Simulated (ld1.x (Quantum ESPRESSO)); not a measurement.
# B: one change to a TM potential, before and after

ld1.x (Quantum ESPRESSO) 7.5 input, shortened:

```
&input
   title='B', zed=5., rel=1, dft='PBE', iswitch=3,
   config='[He] 2s2 2p0 3d-2'
 /
 &inputp
   pseudotype=2, tm=.true., lloc=-1, rcloc=1.90,
   nlcc=.true., rcore=1.00
 /
3
2S  1  0   2.00   0.00  1.50  1.50  0.0
2P  2  1   0.00   0.00  2.50  2.50  0.0
3D  3  2  -2.00   0.40  2.00  2.00  0.0
 &test
   configts(1)='2s2 2p0'
 /
```

All-electron outer shells of the reference configuration (PBE, scalar-relativistic, ld1.x):

```csv
shell,level (eV),outermost node (bohr),outermost maximum (bohr)
2s,-19.51,0.46,1.44
2p,-13.36,–,1.41
```

Change: core correction a·sin(br)/r model core inside 1.44 bohr.

Cutoffs: the cutoffs (Ry, on a coarse ladder) from which the occupation-weighted sum of valence levels, in a spherical-Bessel basis at the reference potential, stays within 10 and 1 mRy of its value at 400 Ry; they do not see the model core or the augmentation charge, which bear on the density cutoff. Errors are all-electron minus pseudo energies relative to the spin-unpolarised reference configuration.

**Question.** How do hardness, ghosts and transferability respond?

**Answer.** The potential gets neither clearly harder nor softer (21 Ry and 50 Ry → 21 Ry and 50 Ry); of the 7 tests that both files solve, the error grows in 5 and shrinks in 0 by more than 15 % and 0.3 meV (median size 40.0 → 46.0 meV); neither file shows a bound ghost. A wider model core is smoother and lowers the density cutoff, which this test does not measure.

| quantity | base | changed |
| --- | --- | --- |
| cutoff, loose | 21 Ry | 21 Ry |
| cutoff, tight | 50 Ry | 50 Ry |
| bound ghosts | none | none |
| error for 2s2 2p1, meV [ΔE -8.22 eV] | +40 | +46 |
| error for 2s1 2p0, meV [ΔE 25.42 eV] | +16 | +24 |
| error for 2s2 2p0.5, meV [ΔE -5.33 eV] | +17 | +19 |
| error for 2s2 2p1.3, meV [ΔE -8.96 eV] | +48 | +56 |
| error for 2s1 2p2, meV [ΔE -2.37 eV] | +70 | +90 |
| error for 2s0 2p3, meV [ΔE 3.50 eV] | +95 | +131 |
| error for 2s1 2p1, meV [ΔE 6.14 eV] | +0.1 | +7.6 |
| s: phases at 2.71 bohr within 0.05 rad from the reference energy up to (Ry; the scan ends near 5) | 1.1 | 1.1 |
| p: phases at 2.71 bohr within 0.05 rad from the reference energy up to (Ry; the scan ends near 5) | 0.7 | 0.7 |
| d: phases at 2.71 bohr within 0.05 rad from the reference energy up to (Ry; the scan ends near 5) | 4.5 | 4.5 |
